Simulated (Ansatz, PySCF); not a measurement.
CH3N2S, SMILES C([NH])(N)=S, multiplicity 2. Atoms are numbered in the order given.

```xyz
7

N      0.9614    -0.9788     0.7622
C     -0.0497    -0.3286     0.2588
N     -1.3173    -0.7282     0.4926
S      0.2964     0.9343    -0.8581
H      1.8128    -0.4138     0.7524
H     -1.4468    -1.5903     1.0081
H     -2.0529    -0.4183    -0.1264
```
Charge 0, spin multiplicity 2.

Geometry optimised at PBE0-D3(BJ)/def2-SVP. The isomer is the one that the SMILES or the coordinates give; other isomers of the formula were not compared. The values are those of a single conformer.

Two levels are set side by side: PBE-D3(BJ)/def2-SVP (Ansatz, an electronic-structure program) and PBE0-D3(BJ)/def2-SVP (PySCF). Each level has its own optimised geometry; the coordinates shown are those of the second. Frequencies come from the Hessian of PySCF at each geometry. Differences are taken from unrounded values.

| quantity | PBE0-D3(BJ) |
|---|---|
| mean bond length (Å) | 1.236 |
| bond N1–C2 (Å) | 1.303 |
| bond C2–N3 (Å) | 1.349 |
| bond C2–S4 (Å) | 1.721 |
| bond N1–H5 (Å) | 1.022 |
| bond N3–H6 (Å) | 1.013 |
| bond N3–H7 (Å) | 1.010 |
| highest harmonic wavenumber (cm⁻¹) | 3755 |
| mean harmonic wavenumber (cm⁻¹) | 1411 |
| zero-point energy (kcal/mol) | 30.26 |

Question: What does PBE-D3(BJ) give, and how far is it from PBE0-D3(BJ)? (Estimate from the structure and the level; the computed values follow.)

Answer: 
| quantity | PBE-D3(BJ) | PBE-D3(BJ) minus PBE0-D3(BJ) |
|---|---|---|
| mean bond length (Å) | 1.246 | 0.010 |
| bond N1–C2 (Å) | 1.317 | 0.014 |
| bond C2–N3 (Å) | 1.359 | 0.009 |
| bond C2–S4 (Å) | 1.730 | 0.009 |
| bond N1–H5 (Å) | 1.031 | 0.009 |
| bond N3–H6 (Å) | 1.022 | 0.009 |
| bond N3–H7 (Å) | 1.019 | 0.009 |
| highest harmonic wavenumber (cm⁻¹) | 3630 | -125 |
| mean harmonic wavenumber (cm⁻¹) | 1363 | -48 |
| zero-point energy (kcal/mol) | 29.24 | -1.02 |

GGA bonds tend to be longer and softer than those of functionals with exact exchange. Differences between two approximate levels are no errors against the true value.
